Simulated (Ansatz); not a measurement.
Consider the redistribution: `[CH3][Y]([CH3])[Cl]` + `CCO[SiH2]N` → `[CH3][Y]([CH3])[NH2]` + `CCO[SiH2]Cl`.

Calculated with Ansatz (gas phase, PBE0-D4/def2-TZVP geometries, no zero-point term in ΔE). CCSD(T)/CBS is the MP2 limit (def2-TZVPP, def2-QZVPP) plus CCSD(T) − MP2 in def2-TZVPP, frozen cores. def2 core potentials past Kr. For Y outer-core shells are correlated without core-valence functions, which leaves a few kJ/mol of doubt a bond. Each species was taken in one conformer, which may not be the lowest.

`[CH3][Y]([CH3])[Cl]`:

```xyz
10

C    -1.544   -0.761    0.860
Y    -0.506    0.662   -0.661
C     1.749    0.107   -0.799
Cl   -1.037    3.059   -0.448
H    -1.453   -1.819    0.577
H    -2.610   -0.561    1.026
H    -1.057   -0.671    1.841
H     2.147   -0.063    0.212
H     1.927   -0.829   -1.349
H     2.383    0.874   -1.260
```

`CCO[SiH2]N`:

Z-matrix (Å, degrees):
```
C
C 1 1.509
H 1 1.093 2 110.5
H 1 1.092 2 110.4 3 -120.1
H 1 1.092 2 110.5 3 120.2
O 2 1.413 1 109.5 3 179.7
H 2 1.098 1 110.2 3 58.8
H 2 1.099 1 110.1 3 -59.2
Si 6 1.645 2 123.0 1 173.2
N 9 1.706 6 116.7 2 63.2
H 9 1.488 6 109.0 2 -55.5
H 9 1.479 6 103.3 2 -176.5
H 10 1.006 9 123.0 6 68.3
H 10 1.005 9 122.1 6 -91.7
```

`[CH3][Y]([CH3])[NH2]`:

Cartesian coordinates in Å:
```
C -1.291 1.557 -0.880
Y 0.288 0.253 0.299
C -0.493 -1.792 1.190
N 2.332 0.371 -0.293
H -2.292 1.104 -0.873
H -1.017 1.684 -1.937
H -1.415 2.576 -0.484
H -1.490 -1.712 1.645
H 0.160 -2.252 1.944
H -0.593 -2.540 0.389
H 2.744 1.048 -0.925
H 3.064 -0.296 -0.075
```

`CCO[SiH2]Cl`:

```xyz
12

C    -1.126    1.214    1.010
C    -0.509    0.476   -0.150
O     0.395   -0.502    0.347
Si    1.432   -1.347   -0.577
Cl    0.427   -2.531   -1.927
H    -0.359    1.718    1.599
H    -1.833    1.963    0.646
H    -1.661    0.521    1.662
H     0.025    1.173   -0.809
H    -1.281   -0.020   -0.748
H     2.290   -0.446   -1.384
H     2.201   -2.219    0.330
```

| species | CCSD(T)/CBS(def2) energy (Eh) |
| --- | --- |
| `[CH3][Y]([CH3])[Cl]` | -577.81478 |
| `CCO[SiH2]N` | -500.54764 |
| `[CH3][Y]([CH3])[NH2]` | -173.88987 |
| `CCO[SiH2]Cl` | -904.43784 |

Problem. Work out ΔE.

Solution. ΔE = (-173.88987) + (-904.43784) − (-577.81478) − (-500.54764) = 0.03471 Eh = +91.1 kJ/mol.

Largest T1 diagnostic among the species: 0.012.

In def2-TZVPP, CCSD(T) changes the Hartree–Fock value by −18.1 kJ/mol (the triples alone add −2.4 kJ/mol) and MP2 by −19.2 kJ/mol. From PBE to PBE0 (25 % exact exchange), in def2-TZVPP and without D4, ΔE moves by +7.3 kJ/mol.
